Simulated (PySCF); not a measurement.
Ge(I)(OH) (GeHIO), SMILES [OH][Ge][I] (connectivity only; charge and spin as stated), neutral, multiplicity 1.

Coordinates come from a PBE0-D3(BJ)/def2-TZVP optimisation. The def2 effective core potentials stand for the cores of I; spin–orbit coupling is left out. Other conformers were not sampled.

The numbers are results of r2SCAN/def2-TZVPD run with PySCF, not measurements.

Symmetry labels are those of the subgroup Cs that the program uses (full group Cs).

Computed valence orbital energies around the gap with their symmetry:
```tsv
orbital	symmetry	energy (eV)
HOMO−7	A'	-17.86
HOMO−6	A'	-14.10
HOMO−5	A'	-11.16
HOMO−4	A'	-9.25
HOMO−3	A"	-8.89
HOMO−2	A"	-6.95
HOMO−1	A'	-6.90
HOMO	A'	-6.48
LUMO	A"	-3.23
LUMO+1	A'	-1.28
LUMO+2	A'	-0.48
LUMO+3	A'	0.78
```
